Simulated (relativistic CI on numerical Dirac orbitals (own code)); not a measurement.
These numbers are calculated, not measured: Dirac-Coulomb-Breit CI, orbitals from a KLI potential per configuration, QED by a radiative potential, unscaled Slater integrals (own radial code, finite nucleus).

CI space (outside the closed core 1s2): 2s2.2p6, 2s2.2p5.3s, 2s2.2p5.3p, 2s2.2p5.3d, 2s.2p6.3s, 2s.2p6.3p, 2s2.2p5.4s, 2s2.2p5.4p, 2s2.2p5.4d, 2s2.2p5.4f, 2s.2p6.3d, 2s2.2p5.5s, 2s2.2p5.5p, 2s2.2p5.5d, 2s2.2p4.3s2, 2s2.2p5.5f, 2s2.2p5.5g, 2s2.2p4.3s.3p, 2s.2p6.4s, 2s2.2p4.3p2, 2s2.2p4.3s.3d, 2s.2p6.4p, 2s.2p6.4d, 2s.2p6.4f, 2s2.2p4.3p.3d, 2s.2p5.3s2, 2s.2p6.5s, 2s2.2p4.3d2, 2s.2p6.5p, 2s.2p5.3s.3p, 2s.2p6.5d, 2s.2p6.5f, 2s.2p6.5g, 2s.2p5.3p2, 2s.2p5.3s.3d, 2s.2p5.3p.3d. Levels of other configurations are missing.

At this charge configurations can still be misplaced by up to about 7 % of their energy.

Outline of the computed level scheme of Ar IX. Lowest level of each configuration: 2s2.2p6 1S_0 at 0.000 eV; 2s2.2p5.3s 3P°_2 at 250.258 eV; 2s2.2p5.3p 3S_1 at 265.433 eV; 2s2.2p5.3d 3P°_0 at 290.512 eV; 2s.2p6.3s 3S_1 at 327.658 eV; 2s2.2p5.4s 3P°_2 at 333.890 eV; 2s2.2p5.4p 3S_1 at 340.523 eV; 2s.2p6.3p 3P°_0 at 345.709 eV.

Some strong electric-dipole decays among the lowest 45 levels: 2s2.2p5.3d 1P°_1 → 2s2.2p6 1S_0 (2.7e+12 s⁻¹); 2s2.2p5.3s 1P°_1 → 2s2.2p6 1S_0 (1.7e+11 s⁻¹); 2s2.2p5.3d 3D°_1 → 2s2.2p6 1S_0 (1.4e+11 s⁻¹); 2s2.2p5.3s 3P°_1 → 2s2.2p6 1S_0 (6.6e+10 s⁻¹); 2s2.2p5.4s 1P°_1 → 2s2.2p6 1S_0 (4.9e+10 s⁻¹); 2s2.2p5.4s 3P°_1 → 2s2.2p6 1S_0 (4.5e+10 s⁻¹); 2s.2p6.3s 3S_1 → 2s2.2p5.3s 3P°_2 (4.4e+10 s⁻¹); 2s.2p6.3s 1S_0 → 2s2.2p5.3s 1P°_1 (3.1e+10 s⁻¹).

LS names give the leading component of a level, which can be under half, so a name can repeat, a term be missing and a line seem to break the LS rules.
